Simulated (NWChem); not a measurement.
BiH$_{3}$O$_{2}$; SMILES [OH][BiH][OH]

```xyz
6

Bi    -0.2453     0.0242     0.0000
H     -0.3801    -1.7980     0.0000
O      1.0923     0.0771     1.6107
H      1.6305    -0.7225     1.6542
O      1.0923     0.0771    -1.6107
H      1.6305    -0.7225    -1.6542
```
Atoms are numbered in this order, from 1.

Geometry: optimised at PBE0/def2-SVP. Not confirmed as a minimum by frequencies. def2 effective core potentials on Bi; no spin-orbit coupling.

Symmetry labels are those of Cs in the frame above (b1 and b2, or b-type labels, depend on it).

Task: List the 4 lowest vertical singlet excitations from B3LYP/def2-SVPD with def2 effective core potentials on Bi, TDA (NWChem).

Result: 
```csv
state,energy (eV),oscillator strength,symmetry,leading excitation (squared amplitude)
S1,5.49,0.005,a',HOMO → LUMO (0.83)
S2,5.55,0.005,a",HOMO → LUMO+1 (0.46)
S3,5.72,0.001,a',HOMO−1 → LUMO+1 (0.90)
S4,5.85,0.000,a",HOMO → LUMO+1 (0.51)
```
